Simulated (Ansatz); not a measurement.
`C[SiH2][SiH2][SiH2][SiH2][SiH2][SiH2][SiH2][SiH2][SiH2]C` with charge +1. The state is a doublet with charge 1. Geometry r2SCAN-D4/def2-SVP, that of the neutral singlet; atoms count from 1.

```xyz
35

C    -4.848    2.798   -1.407
Si   -3.178    2.966   -2.272
Si   -2.641    0.956   -3.365
Si   -2.837   -0.773   -1.786
Si   -1.638   -0.114    0.124
Si    0.534    0.540   -0.492
Si    1.759    1.092    1.435
Si    1.479   -0.671    2.966
Si    1.892   -2.669    1.800
Si    4.009   -2.460    0.798
C     5.286   -1.948    2.090
H    -5.646    2.581   -2.136
H    -5.115    3.725   -0.876
H    -4.827    1.978   -0.671
H    -2.103    3.251   -1.267
H    -3.200    4.103   -3.246
H    -1.238    0.985   -3.890
H    -3.568    0.715   -4.518
H    -2.281   -2.065   -2.301
H    -4.283   -0.985   -1.448
H    -1.563   -1.220    1.133
H    -2.330    1.050    0.770
H     0.460    1.691   -1.447
H     1.199   -0.606   -1.194
H     1.250    2.384    1.998
H     3.215    1.256    1.118
H     0.096   -0.626    3.537
H     2.456   -0.544    4.096
H     1.856   -3.841    2.733
H     0.829   -2.864    0.762
H     3.914   -1.415   -0.272
H     4.406   -3.747    0.143
H     6.285   -1.836    1.638
H     5.358   -2.701    2.892
H     5.012   -0.986    2.550
```

**Question.** Estimate the Mulliken populations of the heavy atoms from the PBE0/def2-SVP orbitals of Ansatz.

**Answer.** 
| atom | charge (e) | spin (α − β) |
| --- | --- | --- |
| C1 | -0.36 | 0.00 |
| Si2 | 0.25 | 0.03 |
| Si3 | 0.03 | 0.11 |
| Si4 | 0.08 | 0.20 |
| Si5 | 0.03 | 0.14 |
| Si6 | 0.03 | 0.11 |
| Si7 | 0.06 | 0.08 |
| Si8 | 0.01 | 0.06 |
| Si9 | 0.04 | 0.13 |
| Si10 | 0.26 | 0.07 |
| C11 | -0.36 | 0.00 |
Mulliken values depend strongly on the basis.

**Question.** Where does the spin sit?

**Answer.** Summed by element: C 0.00, Si 0.92, H 0.08, of 1 unpaired in all. Largest on single atoms: Si4 0.20, Si5 0.14, Si9 0.13.

**Question.** And the Mayer bond orders between heavy atoms (over 0.3)?

**Answer.** C1–Si2 1.01 (1.89 Å); Si2–Si3 0.89 (2.35 Å); Si3–Si4 0.84 (2.35 Å); Si4–Si5 0.82 (2.35 Å); Si5–Si6 0.89 (2.35 Å); Si6–Si7 0.84 (2.35 Å); Si7–Si8 0.97 (2.35 Å); Si8–Si9 0.86 (2.35 Å); Si9–Si10 0.84 (2.35 Å); Si10–C11 1.02 (1.89 Å).
